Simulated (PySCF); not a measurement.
SMILES C[Si](C)(C)/C=C/[SiH](F)F, GFN2-xTB optimised geometry.

```
21

Si    -2.26    -2.70    -3.26
F     -2.00    -1.71    -4.49
F     -3.86    -2.82    -3.26
C     -1.67    -1.90    -1.67
C     -0.87    -0.84    -1.60
Si    -0.28     0.00     0.00
C     -0.94    -0.94     1.52
C     -0.94     1.79     0.00
C      1.63     0.00     0.00
H     -1.74    -3.99    -3.64
H     -2.02    -2.34    -0.74
H     -0.52    -0.41    -2.53
H     -2.02    -0.95     1.55
H     -0.59    -1.97     1.54
H     -0.60    -0.47     2.45
H     -2.02     1.82    -0.02
H     -0.61     2.33     0.89
H     -0.58     2.34    -0.87
H      2.02     0.50     0.88
H      2.02     0.52    -0.87
H      2.02    -1.01    -0.01
```

Density from PBE0/def2-SVP (PySCF 2.14.0) at that geometry.

Minimum of the electron density along straight lines between bonded atoms, close to the bond critical point (lines longer than 1.1 times the sum of covalent radii, or with two minima, are not listed):

| bond | length / Å | ρ at the minimum / e bohr⁻³ | ∇²ρ there / e bohr⁻⁵ | position (fraction from the first atom) |
|---|---|---|---|---|
| Si1–F2 | 1.602 | 0.121 | 1.13 | 0.42 |
| Si1–F3 | 1.604 | 0.121 | 1.12 | 0.42 |
| Si1–C4 | 1.869 | 0.120 | 0.33 | 0.38 |
| C4–C5 | 1.334 | 0.334 | [?] | 0.50 |
| C5–Si6 | 1.898 | 0.110 | 0.34 | 0.62 |
| Si6–C7 | 1.906 | 0.110 | 0.32 | 0.38 |
| Si6–C8 | 1.908 | 0.110 | 0.31 | 0.38 |
| Si6–C9 | 1.909 | 0.109 | 0.31 | 0.38 |
| Si1–H10 | 1.445 | 0.126 | 0.33 | 0.49 |
| C4–H11 | 1.084 | 0.278 | -1.03 | 0.63 |
| C5–H12 | 1.084 | 0.279 | -1.05 | 0.63 |
| C7–H13 | 1.086 | 0.271 | -0.97 | 0.62 |
| C7–H14 | 1.086 | 0.271 | -0.97 | 0.62 |
| C7–H15 | 1.086 | 0.271 | -0.96 | 0.62 |
| C8–H16 | 1.086 | 0.272 | -0.97 | 0.62 |
| C8–H17 | 1.086 | 0.271 | -0.97 | 0.62 |
| C8–H18 | 1.086 | 0.272 | -0.97 | 0.62 |
| C9–H19 | 1.086 | 0.271 | -0.97 | 0.62 |
| C9–H20 | 1.086 | 0.272 | -0.97 | 0.62 |
| C9–H21 | 1.086 | 0.272 | -0.97 | 0.62 |

What belongs in the gaps?


- C4–C5, ∇²ρ there / e bohr⁻⁵: -0.86
